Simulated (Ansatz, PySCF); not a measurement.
GaCl₃, SMILES [Cl][Ga]([Cl])[Cl].

The structure is a stationary point at PBE0-D3(BJ)/def2-SVP. The isomer is the one that the SMILES or the coordinates give; other isomers of the formula were not compared.

Vertical ionisation energy (IE) and electron affinity (EA) in eV. Rows of orbital energies are one-electron estimates. Where ΔSCF, EOM or ADC give a negative EA the extra electron is unbound and the value depends on the basis.

| level | IE | EA |
|---|---|---|
| −ε(HOMO), −ε(LUMO), M06-2X/def2-TZVPD (PySCF) | 10.85 | 1.38 |
| −ε(HOMO), −ε(LUMO), PBE/def2-TZVPD (PySCF) | 8.08 | 3.09 |
| ΔSCF, CAM-B3LYP/def2-SVPD (Ansatz), final states of multiplicity 2 and 2 | 11.96 | 0.65 |
| ΔSCF, PBE/def2-SVPD (Ansatz), final states of multiplicity 2 and 2 | ? | ? |

Task: What belongs in the gaps? (Estimate from the structure and the level; the computed values follow.)

Result: 
- ΔSCF, PBE/def2-SVPD (Ansatz, a quantum-chemistry and plane-wave program), final states of multiplicity 2 and 2, IE: 11.01
- ΔSCF, PBE/def2-SVPD (Ansatz), final states of multiplicity 2 and 2, EA: 0.78

Task: What vertical singlet–triplet gap does ΔSCF give with CAM-B3LYP/def2-SVPD (Ansatz) and with PBE/def2-SVPD (Ansatz)? (The exact figures need the calculation; the answer reports its results.)

Result: 5.96 and 4.95 eV (triplet above singlet where positive).
